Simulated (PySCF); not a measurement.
**Two-photon absorption: 3-ethoxypropionic acid (C(C)OCCC(=O)O, C5H10O3)**

Cartesian coordinates in Å; atom numbers follow the order of the lines, from 1:
```xyz
18

C     2.6616    0.8957   -0.3618
C     2.1172   -0.5097   -0.1805
O     0.8185   -0.5553    0.3482
C    -0.1914   -0.1773   -0.5402
C    -1.5186   -0.3967    0.1486
C    -2.6854    0.0080   -0.7031
O    -2.6099    0.5290   -1.7859
O    -3.8572   -0.2691   -0.1168
H     2.1036    1.4643   -1.1210
H     3.7131    0.8577   -0.6850
H     2.6121    1.4510    0.5873
H     2.7482   -1.0638    0.5320
H     2.1552   -1.0608   -1.1432
H    -0.1084    0.8823   -0.8463
H    -0.1441   -0.7749   -1.4734
H    -1.5574    0.1796    1.0882
H    -1.6380   -1.4506    0.4458
H    -4.5464    0.0309   -0.7294
```

Method used: TDDFT CAM-B3LYP/aug-cc-pVDZ excited states, vertical, gas phase (PySCF). Geometry: PBE0-D3(BJ)/def2-SVP.

How strongly do the lowest singlets absorb one photon, and two photons of half the energy?

δ for parallel linear polarisation; σ at the peak of a Lorentzian of half width 0.1 eV, single beam; Ω is circular over linear.
```csv
state,E (eV),f,photon λ (nm),δ (au),σ (GM),Ω,main
S1,5.95,0.000,416,0.13,0.00,1.38,"HOMO−1→LUMO+5 0.40, HOMO−1→LUMO+7 0.40"
S2,6.80,0.014,365,120,2.03,0.40,"HOMO→LUMO 0.45, HOMO→LUMO+1 0.32"
S3,7.21,0.050,344,164,3.11,0.43,"HOMO−1→LUMO 0.72, HOMO−1→LUMO+1 0.08"
S4,7.24,0.020,343,19.4,0.37,1.50,HOMO→LUMO+2 0.84
S5,7.36,0.017,337,97.3,1.93,0.32,"HOMO→LUMO+1 0.44, HOMO→LUMO+3 0.20"
S6,7.41,0.020,335,15.5,0.31,1.44,"HOMO→LUMO+3 0.57, HOMO→LUMO+4 0.27"
```

Among these, the strongest one-photon state is S3, the strongest two-photon state S3, with a dipole change of 6.3 D (relaxed, norm of the difference vector).
